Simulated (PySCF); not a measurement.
F₅OSi₂, multiplicity 2. Atoms are numbered in the order given.

```xyz
8

F      2.3387    -0.9509     0.7733
Si     1.6964    -0.3659    -0.5830
F      2.6010     0.8804    -1.0480
O      0.2001     0.2219    -0.2306
Si    -1.3521     0.1202     0.2079
F     -1.5909     0.8735     1.5871
F     -1.7844    -1.4032     0.3769
F     -2.2780     0.7851    -0.9009
```
Charge 0, spin multiplicity 2.

Geometry optimised at PBE0-D3(BJ)/def2-SVP. The isomer is the one that the SMILES or the coordinates give; other isomers of the formula were not compared. Other conformers were not sampled.

Computed with ωB97X/def2-TZVP (PySCF).

ESP charges are fitted to the potential on shells at 1.4 to 2.0 van der Waals radii. Atomic charges (e):

```csv
atom,Löwdin,Mulliken,meta-Löwdin,ESP fit,Mulliken spin
F1,0.01,-0.28,-0.48,-0.18,0.05
Si2,-0.01,0.73,1.37,0.46,0.85
F3,0.02,-0.28,-0.47,-0.17,0.05
O4,0.06,-0.30,-0.82,-0.32,0.05
Si5,-0.24,0.97,1.84,1.02,0.01
F6,0.05,-0.28,-0.48,-0.26,0.00
F7,0.05,-0.28,-0.48,-0.28,0.00
F8,0.05,-0.28,-0.48,-0.28,0.00
```

**Question.** Give the Mayer and Wiberg (Löwdin basis) orders of the bonds. (Estimate from the structure and the level; the computed values follow.)

**Answer.** 
```tsv
bond	Mayer	Wiberg
F1–Si2	1.14	1.78
Si2–F3	1.15	1.78
Si2–O4	1.11	1.60
O4–Si5	1.18	1.58
Si5–F6	1.18	1.75
Si5–F7	1.16	1.74
Si5–F8	1.18	1.75
```
